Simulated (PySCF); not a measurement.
**Sr: ionisation energy**

Sr [Kr] 5s2 (1S) → Sr⁺ [Kr] 5s1 (2S), as a difference of total energies. All numbers are calculated (PySCF 2.14, scalar relativity through the core potential, in def2-TZVPPD with the def2 core potential (28 electrons) (6s4p3d1f, 40 functions)). Correlated levels: valence and next inner shell: nothing frozen outside the core potential. The calculations carry no spin-orbit coupling.

```tsv
method	ionisation energy (eV)
UHF	4.744
MP2 (valence and next inner shell)	5.514
SCS-MP2 (valence and next inner shell)	5.545
CCSD (valence and next inner shell)	5.557
CCSD(T) (valence and next inner shell)	5.610
```

Q: How much does correlation contribute at CCSD(T) (valence and next inner shell)?

A: 5.610 − (4.744) = 0.866 eV, measured against UHF.

Errors of the correlated levels include the incompleteness of this basis.

For comparison: 5.695 eV (measured; NIST Atomic Spectra Database, ionization energies).
